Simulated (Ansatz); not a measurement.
Ideal-gas functions of `[NH2][GeH]1[BH][O]1` at 800 K and 1 bar, from an Ansatz frequency run at PBE0-D4/def2-TZVP.

Molar mass 117.46 g/mol, point group C1 (symmetry number 1), electronic degeneracy 1, moments of inertia 44.441, 135.153, 151.36 u Å². Harmonic wavenumbers (cm⁻¹, unscaled): 169, 188, 196, 330, 359, 533, 600, 698, 737, 755, 869, 934, 1521, 1571, 2143, 2676, 3599, 3709.

Use S(trans) = R[1.5 ln M + 2.5 ln T − 1.1517]; rotational temperatures θ = 24.2544 K / I; S(rot) = R[ln(√π/σ · √(T³/θAθBθC)) + 1.5]; for each mode x = 1.438777 ν̃/T, S = R[x/(eˣ − 1) − ln(1 − e⁻ˣ)] and H = RT x/(eˣ − 1); 1 cm⁻¹ = 0.0119627 kJ/mol; R = 8.31446 J/(mol·K).

Q: By hand: the entropy, in J/(mol·K).

A: Translation 188.8. Rotation: θ = 0.5458, 0.1795, 0.1602 K, giving 117.9. Vibration, mode by mode: 18.25, 17.37, 17.03, 12.77, 12.09, 8.98, 8.07, 6.95, 6.55, 6.38, 5.40, 4.92, 2.14, 1.99, 0.87, 0.40, 0.10, 0.08, in all 130.3. Electronic 0.0. Sum 437.0 J/(mol·K).

Q: By hand: H − E and G − E in kJ/mol, counted from the electronic energy.

A: Zero-point energy ½ × 21587 × 0.0119627 = 129.1; thermal vibration 52.4; translation, rotation and pV give 4 RT = 26.6. H − E = 208.1 kJ/mol, and G − E = 208.1 − 800 × 437.0/1000 = -141.5 kJ/mol.

Vibration gives 30 % of the entropy. The sum counts one conformer and one mirror image; others add a mixing term.
